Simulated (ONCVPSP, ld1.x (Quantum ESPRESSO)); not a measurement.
**Pseudopotentials across the periodic table**

Generated with ld1.x 7.5 (TM, RRKJ, ultrasoft, PAW), atompaw 4.2 or ONCVPSP 4.0.1. The cutoff is in Ry: for ld1.x and atompaw files where the sum of valence levels is converged to 10 mRy in a Bessel basis, for ONCV files where the hardest occupied wave has 1 mHa per electron of residual kinetic energy. The error is the largest all-electron minus pseudo excitation energy over each file’s own four to seven test configurations (ionisations up to +4, promotions, holes and added fractions of an electron), all of which were solved. The labels leave out finer settings (local radius, basis sizes, second energies), which also bear on the numbers. Spin-polarised tests are not counted. The rows are a selection from randomly drawn settings: files with unsolved tests, undetermined cutoffs or missed reference levels are left out.

| element | potential | cutoff (Ry) | largest error (meV) | bound ghosts |
| --- | --- | --- | --- | --- |
| B | ultrasoft, revPBE, non-relativistic, rc 1.30/3.05/3.10 (spd), local smoothed, core correction yes, reference 2s2 2p0.5 | 15 | +18 | none |
| B | PAW, PBE, scalar-relativistic, rc 1.30/4.70 (sp), local smoothed, core correction yes, reference 2s2 2p1 | 15 | +16 | none |
| N | ONCV, PBE, scalar-relativistic, rc 0.80/1.35/1.05 (spd), local smoothed, core correction yes, reference 2s1 2p4, qcut 7.3/9.4/10.8, projectors 1/1/2 | 61 | +107 | none |
| Mg | ONCV, LDA (Perdew-Wang 92), fully relativistic, rc 2.30/0.90/2.10 (spd), local smoothed, core correction yes, reference 2p6 3s0.5, qcut 2.8/14.5/4.9, projectors 2/2/1 | 170 | +11 | none |
| P | ultrasoft, PBEsol, scalar-relativistic, rc 1.75/1.60/1.45 (spd), local smoothed, core correction yes, reference 3s2 3p1 | 10 | +25 | none |

(1) Fill in the row for Pt: ONCV, LDA (Perdew-Wang 92), fully relativistic, rc 1.55/1.85/1.70 (spd), local smoothed, core correction no, reference 5s2 5p6 5d9 6p1, qcut 6.6/7.6/7.6, projectors 2/2/2.

(2) Fill in the row for N: ONCV, PBEsol, scalar-relativistic, rc 1.10/2.10/2.05 (spd), local smoothed, core correction yes, reference 2s2 2p2.75, qcut 6.9/7.6/4.8, projectors 2/2/2.

Answers

(1) cutoff 40 Ry, largest error -82 meV, bound ghosts: none.

(2) cutoff 46 Ry, largest error +376 meV, bound ghosts: none.
